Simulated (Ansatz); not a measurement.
All numbers were calculated with Ansatz.

`OB(F)Br` at its PBE0-D4/def2-TZVP geometry, where that method's forces vanish. The species carries charge 0 and has multiplicity 1.

| atom | x (Å) | y (Å) | z (Å) |
| --- | --- | --- | --- |
| O1 | -0.1103 | -0.3200 | 1.0412 |
| B2 | -0.1454 | 0.3396 | -0.1244 |
| F3 | -0.7448 | 1.5072 | -0.1811 |
| Br4 | 0.6551 | -0.3628 | -1.7335 |
| H5 | 0.3454 | -1.1640 | 0.9979 |

Q: For each bond, give half the difference of the two atoms' forces along it (eV/Å; positive pushes the atoms apart) under PBE-D4, r2SCAN-D4, B3LYP-D4, ωB97M-V in def2-TZVPP. (Best estimate.)

A: The calculation gave: 
| bond | length (Å) | PBE-D4 | r2SCAN-D4 | B3LYP-D4 | ωB97M-V |
| --- | --- | --- | --- | --- | --- |
| O1–B2 | 1.340 | 0.31 | 0.13 | 0.05 | 0.10 |
| O1–H5 | 0.960 | 0.32 | -0.02 | -0.03 | -0.09 |
| B2–F3 | 1.314 | 0.47 | 0.10 | 0.12 | 0.17 |
| B2–Br4 | 1.930 | -0.05 | 0.00 | 0.14 | -0.04 |

B3LYP here is the variant with VWN-RPA as its local correlation; programs differ in this.
